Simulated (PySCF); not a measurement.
AlO, multiplicity 2. Atoms are numbered in the order given.

```xyz
2

Al     0.0000     0.0000    -0.6227
O      0.0000     0.0000     1.0119
```
Charge 0, spin multiplicity 2.

Geometry optimised at PBE-D3(BJ)/def2-TZVPD.

These are PBE-D3(BJ)/def2-TZVPD in PySCF values and carry that method's errors.

Frequencies are harmonic and unscaled.

| mode | ν (cm⁻¹) | IR (km/mol) | moving atoms (share of kinetic energy) |
|---|---|---|---|
| 1 | 957 | 12.3 | O 63 %, Al 37 % |
